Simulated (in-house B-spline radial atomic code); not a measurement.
# RPBE excitations of Cd²⁺

Method: RPBE. Computed with an all-electron radial atomic-structure program (B-spline basis): linear response of the closed shell [Kr] 4d10 with the functional's adiabatic kernel; non-relativistic, point nucleus, no spin-orbit coupling, no double excitations, S, P, D and F terms only; shells from n = 2 respond. Only terms of natural parity with L up to 3 were computed.

Without relativity these are model numbers for so heavy an element.

Command:
```bash
python run_td.py task.json out
```
Settings (radii: box in bohr, nucleus in fm):
```
Z                        48
electrons                46
configuration            [Kr] 4d10
hamiltonian              nr
method                   rpbe,pbe
box_radius               29.48
intervals                57
```

Time taken, with all properties: 3.6 s on 1 thread of Arm Neoverse N1, on a shared host.

The lowest states, in the order of their Tamm-Dancoff energies; the method's threshold (minus the highest occupied level) is 30.77 eV. Labels give the largest channel, * marks a mixed state, and oscillator strengths are full-response dipole values. Semilocal kernels can invert the small singlet-triplet splittings of Rydberg terms. Energies in eV:

```
     state  full response  Tamm-Dancoff  oscillator strength
4d → 5s 3D         10.166        10.192                    -
4d → 5s 1D         10.754        10.765                    -
4d → 5p 3P              ?             ?                    -
4d → 5p 3F         16.056        16.074                    -
4d → 5p 1F         16.327        16.331                    -
4d → 5p 1P              ?             ?                    ?
4d → 5d 3S         23.134        23.148                    -
4d → 6s 3D         23.321        23.325                    -
4d → 6s 1D         23.415        23.418                    -
4d → 5d 3D         23.435        23.439                    -
4d → 5d 1D         23.619        23.627                    -
4d → 5d 1S         24.572        24.713                    -
4d → 6p 3P         25.000        25.006                    -
4d → 6p 3F         25.030        25.034                    -
4d → 6p 1F         25.090        25.091                    -
4d → 6p 1P         25.203        25.214               0.0486
```

Task: Where does 4d → 5p 3P lie?

Result: At 15.965 eV in full response, 15.993 eV in Tamm-Dancoff.

Task: Where does 4d → 5p 1P lie?

Result: At 17.029 eV in full response, 17.095 eV in Tamm-Dancoff, oscillator strength 0.67.

Task: How large is the singlet-triplet splitting of 4d → 5s (D terms) in Tamm-Dancoff?

Result: 0.573 eV, from the unrounded values.

Task: What polarisabilities and dispersion coefficient does the method give?

Result: Dipole 5.344 bohr³, quadrupole 20.3 bohr⁵, C6 26.89 hartree·bohr⁶ for two such species.
